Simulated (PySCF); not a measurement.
**ECD: `C[C@@]12C=C(C#N)[C@@H]1C2`, C7H7N**

Cartesian coordinates in Å; atom numbers follow the order of the lines, from 1:
```xyz
15

C    -1.980    0.249   -0.499
C    -0.589    0.149    0.039
C     0.017   -1.055    0.722
C     1.217   -0.885    0.138
C     2.462   -1.499    0.227
N     3.494   -2.004    0.272
C     0.757    0.349   -0.627
C     0.275    1.337    0.401
H    -2.080    1.134   -1.124
H    -2.699    0.317    0.317
H    -2.221   -0.628   -1.098
H    -0.369   -1.739    1.454
H     1.008    0.602   -1.641
H    -0.055    2.298    0.030
H     0.759    1.383    1.367
```

Computed with PySCF 2.14.0, TDDFT PBE0/aug-cc-pVDZ circular dichroism and optical rotation, one conformer, gas phase. Geometry: GFN2-xTB.

States above about 6.9 eV lie in this functional's continuum (it starts at minus the energy of the highest occupied orbital, well below the true ionisation energy for most functionals) and depend on the basis.

Question: Assign R or S to each stereocentre.

Answer: C2 R, C7 R.

Question: List the lowest 12 singlet excitations with oscillator and rotatory strengths.

Answer: Rotatory strengths R in 10⁻⁴⁰ esu² cm², velocity form and length form (origin at the centre of mass); f in length form.
```tsv
state	E (eV)	λ (nm)	f	R (velocity)	R (length)	main
1	4.28	290	0.062	+40.0	+41.0	HOMO→LUMO 0.93
2	5.81	213	0.017	+11.4	+11.3	HOMO→LUMO+1 0.81
3	5.84	212	0.003	+12.4	+12.1	HOMO−1→LUMO 0.22, HOMO→LUMO+5 0.22
4	6.00	207	0.005	-2.9	-2.5	HOMO→LUMO+5 0.30, HOMO−1→LUMO 0.24
5	6.31	196	0.095	-4.9	-4.9	HOMO−2→LUMO 0.67, HOMO−3→LUMO 0.15
6	6.34	195	0.022	-8.2	-8.3	HOMO→LUMO+2 0.46, HOMO→LUMO+4 0.20
7	6.38	194	0.018	-16.9	-17.3	HOMO→LUMO+3 0.80
8	6.41	193	0.024	-11.5	-11.7	HOMO→LUMO+4 0.50, HOMO→LUMO+2 0.13
9	6.46	192	0.036	+13.4	+13.2	HOMO−1→LUMO 0.26, HOMO−3→LUMO 0.23
10	6.92	179	0.012	-3.4	-3.0	HOMO→LUMO+6 0.89
11	7.02	177	0.022	+9.2	+10.2	HOMO−4→LUMO 0.88
12	7.12	174	0.050	-36.9	-37.6	HOMO→LUMO+7 0.86
```

Among the states computed, the strongest CD band (largest |R|) is state 1. The largest dissymmetry factor in size, g = 4R/(D+G), with D and G the electric and magnetic dipole strengths, is +0.044 for state 3 (velocity form, f = 0.002), among bands with |R| over 0.5. The mirror image has the same energies and oscillator strengths and all R with the opposite sign.
